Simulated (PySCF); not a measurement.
Input for PySCF: R-HF/3-21G on disilazane (SMILES [SiH3]N[SiH3]), a point of a torsion scan.

```python
from pyscf import gto, scf, dft, mp
from pyscf.data.elements import chemcore

mol = gto.M(
    atom='''
    Si    1.40456990    0.24566305    0.36951911
    N     0.60596691   -0.15505772   -1.11360310
    Si    0.46442623   -1.66477120   -1.95021256
    H     2.37988278   -0.81015342    0.61763016
    H     2.03423231    1.55578100    0.18387233
    H     0.44126268    0.31598842    1.47636227
    H     0.00259169    0.57285971   -1.46193306
    H    -0.00832919   -1.33172785   -3.29508603
    H    -0.49185489   -2.56062756   -1.28699339
    H     1.78830427   -2.28242144   -1.97174454
    ''',
    basis='3-21g',
    charge=0, spin=0, verbose=3, max_memory=1800)
mf = scf.RHF(mol)
mf.conv_tol = 1e-8
mf.max_cycle = 100
mf.kernel()
if not mf.converged:
    mf = mf.newton().run(mf.mo_coeff, mf.mo_occ)
```

Program output:

```
converged SCF energy = -633.022852509488
```

The run converged.

Cost: around 0.3 core-seconds (rough).
